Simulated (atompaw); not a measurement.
What one change does to a pseudopotential (calcium (Ca), PAW (atompaw))

Ca (Z = 20), PAW, made with atompaw 4.2.0.5 (LDA (PW92), scalar-relativistic). Core [Ne] 3s2, reference 3p6 3d0 4s2 4p0. Waves: 4s (bound): rc 2.85 bohr; 4s channel at 0.6 Ry: rc 2.85 bohr; 3p (bound): rc 2.15 bohr; 4p (bound, empty): rc 2.85 bohr; 3d (bound, empty): rc 2.85 bohr; 3d channel at 0.4 Ry: rc 2.85 bohr. Local part: vpsmatchnc scheme with l = 3 at 0 Ry, radius 2.20 bohr. Core correction: smooth core density matched at 1.70 bohr. Augmentation charge: besselshape compensation charge, radius 2.45 bohr; PAW radius 2.85 bohr; waves and projectors: custom polynom2 7 10 vanderbiltortho.

Change: augmentation besselshape compensation charge, radius 2.45 bohr; PAW radius 2.85 bohr; waves and projectors: custom polynom gramschmidtortho.

Cutoffs: the cutoffs (Ry, on a coarse ladder) from which the occupation-weighted sum of valence levels, in a spherical-Bessel basis at the reference potential, stays within 10 and 1 mRy of its value at 400 Ry; they do not see the model core or the augmentation charge, which bear on the density cutoff.

Problem. What does the change do?

Solution. The potential gets harder (15 Ry and 18 Ry → 15 Ry and 30 Ry); both files keep a bound ghost (s); the range in which the d phases agree widens (upper end 1.4 → at the end of the scan).

| quantity | base | changed |
| --- | --- | --- |
| cutoff, loose | 15 Ry | 15 Ry |
| cutoff, tight | 18 Ry | 30 Ry |
| bound ghosts | s | s |
| s: phases at 2.85 bohr within 0.05 rad from the reference energy up to (Ry; the scan ends near 5) | 3.0 | 3.7 |
| p: phases at 2.85 bohr within 0.05 rad from the reference energy up to (Ry; the scan ends near 5) | 0.3 | 0.4 |
| d: phases at 2.85 bohr within 0.05 rad from the reference energy up to (Ry; the scan ends near 5) | 1.4 | to the end of the scan |
| lowest overlap eigenvalue by channel | s 0.57, p 0.57, d 0.98 | s 0.31, p 0.63, d 0.93 |

 A true bound ghost makes a file unfit for plane-wave use even where its test errors are small: the radial tests pick states by their node count and pass the ghost by. The cutoffs see the waves, projectors and local potential, not the compensation charge or the core.
